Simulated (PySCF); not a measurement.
Si(I)(Me)2(OH) (C2H7IOSi), SMILES O[Si](C)(C)I. Atoms are numbered in the order given.

```xyz
12

C     -1.8238     0.7886     1.5495
Si    -1.2151    -0.0551     0.0000
C     -1.8238     0.7886    -1.5495
O     -1.5805    -1.6808     0.0000
I      1.2410     0.0166     0.0000
H     -2.9257     0.7674     1.5931
H     -1.4311     0.2852     2.4452
H     -1.5014     1.8406     1.5736
H     -1.4311     0.2852    -2.4452
H     -1.5014     1.8406    -1.5736
H     -2.9257     0.7674    -1.5931
H     -2.5142    -1.9132     0.0000
```

The structure is a stationary point at PBE0-D3(BJ)/def2-SVP. The geometry has at least one imaginary mode, so it is a saddle point at that level. The def2 effective core potentials stand for the cores of I; spin–orbit coupling is left out. Other conformers were not sampled.

Method: PBE/def2-TZVP (PySCF).

ESP charges are fitted to the potential on shells at 1.4 to 2.0 van der Waals radii. Atomic charges (e):

```
atom  Mulliken  ESP fit  Löwdin
----  --------  -------  ------
C1       -0.46    -0.76   -0.45
Si2       0.44     0.72   -0.17
C3       -0.46    -0.76   -0.45
O4       -0.46    -0.66   -0.09
I5       -0.20    -0.17    0.16
H6        0.12     0.21    0.13
H7        0.15     0.19    0.14
H8        0.14     0.19    0.14
H9        0.15     0.19    0.14
H10       0.14     0.19    0.14
H11       0.12     0.21    0.13
H12       0.30     0.43    0.18
```

Computed Mayer and Wiberg (Löwdin basis) orders of the bonds:
| bond | Mayer | Wiberg |
|---|---|---|
| C1–Si2 | 0.98 | 1.20 |
| Si2–C3 | 0.98 | 1.20 |
| Si2–O4 | 1.26 | 1.65 |
| Si2–I5 | 1.10 | 1.57 |
| C1–H6 | 0.93 | 0.89 |
| C1–H7 | 0.95 | 0.89 |
| C1–H8 | 0.94 | 0.89 |
| C3–H9 | 0.95 | 0.89 |
| C3–H10 | 0.94 | 0.89 |
| C3–H11 | 0.93 | 0.89 |
| O4–H12 | 0.88 | 1.02 |
